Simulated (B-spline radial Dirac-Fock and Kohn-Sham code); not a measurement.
Binding energies of Yb¹⁷⁺ at several levels of theory

System: ytterbium as Yb¹⁷⁺ in the configuration [Kr] 4d10 4f7.

The density-functional columns are spherical, spin-unpolarised Dirac-Kohn-Sham results without Breit or QED terms: −ε is minus the orbital energy of the initial state and ΔSCF the difference of two total energies. The reference in the last column comes from relaxed Dirac-Fock hole states (ΔSCF) with Breit and QED corrections and a finite nucleus. All numbers are from a B-spline atomic structure program, in eV; a selection of levels is shown. The Kohn-Sham columns are given as differences from the reference. For the 1s level of heavy atoms much of the gap between ΔSCF and the reference is the Breit and QED part, -290.1 eV here; for other levels the error of the functional can be larger.

```csv
level,LDA −ε − DF,LDA ΔSCF − DF,Dirac-Fock
K (1s),-248.5,+277.4,61764.4
L1 (2s),-165.3,-60.1,10930.2
L2 (2p1/2),-121.8,+9.6,10413.9
L3 (2p3/2),-132.7,-16.2,9379.0
M1 (3s),-89.1,-50.6,2839.9
M2 (3p1/2),-72.7,-32.1,2614.1
M3 (3p3/2),-71.8,-33.7,2391.0
M4 (3d3/2),-51.1,-7.6,2012.0
M5 (3d5/2),-52.1,-9.5,1964.4
N1 (4s),-46.0,-25.1,907.0
N2 (4p1/2),-38.3,-17.5,813.7
N3 (4p3/2),-38.1,-18.2,760.0
N4 (4d3/2),-24.7,-5.1,604.3
N5 (4d5/2),-24.8,-5.4,594.1
"N6,7 (4f)",-16.3,+2.7,406.5
```

Values without a named source are computed, but for edge energies of neutral atoms, which are taken from tables.
